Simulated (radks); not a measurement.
Removal energies from neutral zirconium, [Kr] 4d2 5s2, by Delta-SCF beside the eigenvalue of the level emptied. Calculated with a radial shooting solver on a logarithmic mesh with Libxc functionals: scalar-relativistic Kohn-Sham, BLYP, spin-polarised, spherical densities, finite nucleus; Fermi nuclear charge, rms radius of each element as measured or else 0.836 A^(1/3) + 0.57 fm. Open shells are filled with parallel spins first.

removed from        final configuration  Delta-SCF (eV)  -eigenvalue (eV)
5s                         [Kr] 4d2 5s1           6.569             4.000
4d                         [Kr] 4d1 5s2           7.835             3.804
4p            [Ar] 3d10 4s2 4p5 4d2 5s2          36.726            31.557
4s            [Ar] 3d10 4s1 4p6 4d2 5s2          59.280            53.673
